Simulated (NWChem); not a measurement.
System: BeHOF; SMILES [OH][Be][F]

NWChem input:

```
start job
memory heap 200 mb stack 900 mb global 1100 mb
geometry units angstroms noautoz
  Be    -0.000405     0.000392     0.010705
  F      0.015632    -0.015260     1.409131
  O     -0.065728     0.064182    -1.396373
  H      0.311163    -0.303842    -2.200719
end
basis spherical
  Be library aug-cc-pvtz
  F library aug-cc-pvtz
  O library aug-cc-pvtz
  H library aug-cc-pvtz
end
dft
  xc b3lyp
  iterations 150
  mulliken
end
task dft energy
```

Geometry: optimised at PBE-D3(BJ)/def2-SVP.

**Question.** What results follow from this input? (B3LYP/aug-cc-pVTZ.) Quantities: basis functions; energy (Ha); highest occupied level (eV); orbital gap (eV); dipole (D).

**Answer.** 
- number of basis functions: 161
- energy (Ha): -190.65
- highest occupied level (eV): -9.32
- orbital gap (eV): 8.33
- dipole (D): 2.11
